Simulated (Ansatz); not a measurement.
In(H)(SiH3)2 (H7InSi2), SMILES [SiH3][InH][SiH3]. Atoms are numbered in the order given.

```xyz
10

In    -0.4004    -0.2896     0.0068
H     -1.8079    -1.3145     0.0139
Si     1.7797    -1.1781     1.0881
H      1.5204    -1.7452     2.4505
H      2.8325    -0.1228     1.2222
H      2.3483    -2.2810     0.2461
Si    -0.5853     2.0422    -1.1071
H     -1.6449     2.8608    -0.4332
H     -0.9758     1.9063    -2.5479
H      0.6936     2.8175    -1.0520
```
Charge 0, spin multiplicity 1.

The structure is a stationary point at PBE0-D3(BJ)/def2-SVP. The structure was generated by enumeration; whether it is a known compound was not checked. The def2 effective core potentials stand for the cores of In; spin–orbit coupling is left out.

Two levels are set side by side: PBE-D3(BJ)/def2-SVP (Ansatz, a program for electronic structure) and PBE0-D3(BJ)/def2-SVP (Ansatz). Each level has its own optimised geometry; the coordinates shown are those of the second. Differences are taken from unrounded values.

```json
[
 {"quantity": "mean bond length (Å)", "PBE0-D3(BJ)": "1.768", "PBE-D3(BJ)": "1.780", "PBE-D3(BJ) minus PBE0-D3(BJ)": "0.012"},
 {"quantity": "bond In1–Si3 (Å)", "PBE0-D3(BJ)": "2.591", "PBE-D3(BJ)": "2.606", "PBE-D3(BJ) minus PBE0-D3(BJ)": "0.016"},
 {"quantity": "bond In1–Si7 (Å)", "PBE0-D3(BJ)": "2.591", "PBE-D3(BJ)": "2.606", "PBE-D3(BJ) minus PBE0-D3(BJ)": "0.016"},
 {"quantity": "bond In1–H2 (Å)", "PBE0-D3(BJ)": "1.741", "PBE-D3(BJ)": "1.757", "PBE-D3(BJ) minus PBE0-D3(BJ)": "0.015"},
 {"quantity": "bond Si3–H4 (Å)", "PBE0-D3(BJ)": "1.498", "PBE-D3(BJ)": "1.509", "PBE-D3(BJ) minus PBE0-D3(BJ)": "0.010"},
 {"quantity": "bond Si3–H5 (Å)", "PBE0-D3(BJ)": "1.497", "PBE-D3(BJ)": "1.507", "PBE-D3(BJ) minus PBE0-D3(BJ)": "0.010"},
 {"quantity": "bond Si3–H6 (Å)", "PBE0-D3(BJ)": "1.500", "PBE-D3(BJ)": "1.510", "PBE-D3(BJ) minus PBE0-D3(BJ)": "0.011"},
 {"quantity": "bond Si7–H8 (Å)", "PBE0-D3(BJ)": "1.499", "PBE-D3(BJ)": "1.509", "PBE-D3(BJ) minus PBE0-D3(BJ)": "0.010"},
 {"quantity": "bond Si7–H9 (Å)", "PBE0-D3(BJ)": "1.499", "PBE-D3(BJ)": "1.509", "PBE-D3(BJ) minus PBE0-D3(BJ)": "0.010"},
 {"quantity": "bond Si7–H10 (Å)", "PBE0-D3(BJ)": "1.497", "PBE-D3(BJ)": "1.507", "PBE-D3(BJ) minus PBE0-D3(BJ)": "0.010"}
]
```

GGA bonds tend to be longer and softer than those of functionals with exact exchange. Differences between two approximate levels are no errors against the true value.
